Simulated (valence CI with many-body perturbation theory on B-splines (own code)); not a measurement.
## Missing levels of Ir70+

Computed by valence CI with perturbative core correlation (CI+MBPT): five valence electrons over a frozen Dirac-Fock core [He], a basis of 11 s, 11 p, 10 d, 8 f, 5 g, 2 h functions for each j, with the one-electron correlation potential Σ1, the two-electron term Σ2, the three-electron term Σ3, Breit, model QED; selected CI, second order for the rest, scaled by the run's own slope (own B-spline code, finite nucleus).

The last digits are not significant, and no measured levels were compared; by estimate large intervals hold to a few tenths of a per cent, small ones and those within an open d or f shell to about a per cent. Among the levels kept, up to 7600 cm⁻¹ of a level comes from second order outside the variational space, and about a tenth of that is noise between levels of different J, which matters for small intervals.

| Level | E (eV) |
| --- | --- |
| (2s^2 2p1/2^2 2p3/2) J=3/2 | 0.0 |
| (2s^2 2p1/2 2p3/2^2) J=3/2 | 1672.2 |
| (2s^2 2p1/2 2p3/2^2) J=5/2 | ? |
| (2s^2 2p1/2 2p3/2^2) J=1/2 | 1751.8 |
| (2s 2p1/2^2 2p3/2^2) J=5/2 | 2041.5 |
| (2s 2p1/2^2 2p3/2^2) J=1/2 | 2154.0 |
| (2s 2p1/2^2 2p3/2^2) J=3/2 | 2155.2 |
| (2s^2 2p3/2^3) J=3/2 | ? |
| (2s 2p1/2 2p3/2^3) J=3/2 [a] | 3743.3 |
| (2s 2p1/2 2p3/2^3) J=5/2 | ? |
| (2s 2p1/2 2p3/2^3) J=1/2 | 3855.7 |
| (2s 2p1/2 2p3/2^3) J=3/2 [b] | 3863.3 |
| (2p1/2^2 2p3/2^3) J=3/2 | 4270.8 |
| (2s 2p3/2^4) J=1/2 | ? |
| (2p1/2 2p3/2^4) J=1/2 | ? |
| (2s^2 2p1/2^2 3s) J=1/2 | 9541.2 |
| (2s^2 2p1/2^2 3p1/2) J=1/2 | 9653.4 |
| (2s^2 2p1/2^2 3p3/2) J=3/2 | 10162.8 |
| (2s^2 2p1/2^2 3d3/2) J=3/2 | ? |
| (2s^2 2p1/2^2 3d5/2) J=5/2 | 10396.2 |

Levels are named by their leading jj configuration (3d3/2^4 stands for four electrons in 3d with j = 3/2), which in mixed levels can hold well under half, so a name can repeat and another be missing. Letters in brackets count levels of one name in rising energy.

**Question.** The levels stand in rising order. What does the calculation give for the missing energies?

**Answer.** (2s^2 2p1/2 2p3/2^2) J=5/2 1695.3; (2s^2 2p3/2^3) J=3/2 3428.0; (2s 2p1/2 2p3/2^3) J=5/2 3785.4; (2s 2p3/2^4) J=1/2 5547.7; (2p1/2 2p3/2^4) J=1/2 5974.8; (2s^2 2p1/2^2 3d3/2) J=3/2 10257.5.
